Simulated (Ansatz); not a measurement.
Ideal-gas functions of C2H2BrFO (`F[C@@H]1O[C@H]1Br`) at 400 K and 1 bar, from an Ansatz frequency run at PBE0-D4/def2-TZVP.

Molar mass 140.94 g/mol, point group C1 (symmetry number 1), electronic degeneracy 1, moments of inertia 38.5, 355.942, 374.527 u Å². Harmonic wavenumbers (cm⁻¹, unscaled): 208, 262, 333, 563, 743, 871, 981, 1059, 1147, 1189, 1258, 1320, 1471, 3186, 3195.

Use S(trans) = R[1.5 ln M + 2.5 ln T − 1.1517]; rotational temperatures θ = 24.2544 K / I; S(rot) = R[ln(√π/σ · √(T³/θAθBθC)) + 1.5]; for each mode x = 1.438777 ν̃/T, S = R[x/(eˣ − 1) − ln(1 − e⁻ˣ)] and H = RT x/(eˣ − 1); 1 cm⁻¹ = 0.0119627 kJ/mol; R = 8.31446 J/(mol·K).

Q: By hand: the entropy, in J/(mol·K).

A: Translation 176.7. Rotation: θ = 0.63, 0.0681, 0.0648 K, giving 116.4. Vibration, mode by mode: 10.92, 9.11, 7.29, 3.74, 2.24, 1.56, 1.13, 0.90, 0.70, 0.62, 0.50, 0.42, 0.26, 0.00, 0.00, in all 39.4. Electronic 0.0. Sum 332.5 J/(mol·K).

Q: By hand: H − E and G − E in kJ/mol, counted from the electronic energy.

A: Zero-point energy ½ × 17786 × 0.0119627 = 106.4; thermal vibration 9.6; translation, rotation and pV give 4 RT = 13.3. H − E = 129.3 kJ/mol, and G − E = 129.3 − 400 × 332.5/1000 = -3.7 kJ/mol.

Vibration gives 12 % of the entropy. The sum counts one conformer and one mirror image; others add a mixing term.
